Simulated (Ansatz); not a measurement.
Consider the ligand exchange at the In–Cl bond: `[Cl][In]([Cl])[Br]` + HBr → `[Cl][In]([Br])[Br]` + HCl.

Calculated with Ansatz (gas phase, PBE0-D4/def2-TZVP geometries, no zero-point term in ΔE). CCSD(T)/CBS adds triple-zeta CCSD(T) − MP2 to the extrapolated MP2 energy (def2 sets, frozen cores). This one scheme is used for every species. Functionals use def2-TZVPP. B3LYP here is the variant with VWN-RPA as its local correlation; programs differ in this. def2 core potentials past Kr. For Br, In outer-core shells are correlated without core-valence functions, which leaves a few kJ/mol of doubt a bond. Scalar relativity is left out up to krypton.

```json
{"level": "BLYP-D4", "ΔE (kcal/mol)": "-4.4"}
{"level": "B3LYP-D4", "ΔE (kcal/mol)": "-4.7"}
{"level": "r2SCAN0-D4", "ΔE (kcal/mol)": "-5.0"}
{"level": "ωB97M-V", "ΔE (kcal/mol)": "-4.5"}
{"level": "PBE0", "ΔE (kcal/mol)": "-4.8"}
{"level": "SCS-MP2/def2-TZVPP", "ΔE (kcal/mol)": "-4.8"}
{"level": "CCSD(T)/def2-TZVPP", "ΔE (kcal/mol)": "-4.7"}
{"level": "MP2/CBS(def2)", "ΔE (kcal/mol)": "-5.6"}
```

What does CCSD(T)/CBS give? (An estimate is asked.)

The calculation gave: -5.2 kcal/mol. The listed levels differ from it by 0.8, 0.5, 0.2, 0.7, 0.4, 0.4, 0.5, -0.4 kcal/mol.

Largest T1 diagnostic among the species: 0.011.

At CCSD(T), def2-SVP lies +1.2 kcal/mol from the extrapolated value and def2-TZVPP +0.5 kcal/mol. Leaving LDA and LC-ωPBE aside and taking each functional with its dispersion term where it has one, the values, not all of them listed here, spread over 1.5 kcal/mol, from BHLYP-D4 to B97M-V.
